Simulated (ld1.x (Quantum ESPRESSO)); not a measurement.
**Sn (Z = 50), TM: configuration errors across variants**

* Element: Sn
* Generator: ld1.x (Quantum ESPRESSO) 7.5
* Type: norm-conserving Troullier–Martins (Kleinman–Bylander form)
* Functional: PBE
* Relativity: scalar-relativistic
* Frozen core: [Kr] 4d10
* Valence charge: 4
* Reference configuration: 5s2 5p2
* Partial waves: 5s (bound): rc 1.85 bohr; 5p (bound): rc 2.05 bohr
* Local potential: all-electron potential smoothed inside 1.60 bohr (lloc = -2)
* Core correction: a·sin(br)/r model core inside 1.55 bohr

All-electron excitation energies from the reference (eV): (1) 5s2 5p1 6.875; (2) 5s2 5p0 20.827; (3) 5s1 5p0 51.798; (4) 5s1 5p3 6.978; (5) 5s2 5p2.3 -0.849; (6) 5s1 5p2 14.524; (7) 5s2 5p1.5 2.616.

Errors AE − PS in meV (a dash: test not solved or not reliable):

```csv
change,(1),(2),(3),(4),(5),(6),(7),bound ghosts
base,-5.6,-49,-283,-13,+0.2,-26,-1.1,none
core correction none,+5.4,+77,+374,+15,+0.5,+17,+0.5,none
core correction a·sin(br)/r model core inside 0.86 bohr,-5.7,-49,-285,-13,+0.2,-27,-1.1,none
core correction a·sin(br)/r model core inside 1.06 bohr,-5.7,-49,-285,-13,+0.2,-27,-1.1,none
core correction a·sin(br)/r model core inside 1.36 bohr,-5.7,-49,-285,-13,+0.2,-27,-1.1,none
core correction a·sin(br)/r model core inside 1.92 bohr,-5.7,-49,-277,-12,+0.2,-27,-1.1,none
core correction a·sin(br)/r model core inside 2.12 bohr,-6.6,-54,-274,-8.8,+0.2,-25,-1.2,none
```

Question: Give the same row for: core correction a·sin(br)/r model core inside 1.68 bohr.

Answer: -5.6, -49, -280, -13, +0.2, -26, -1.1; bound ghosts: none.
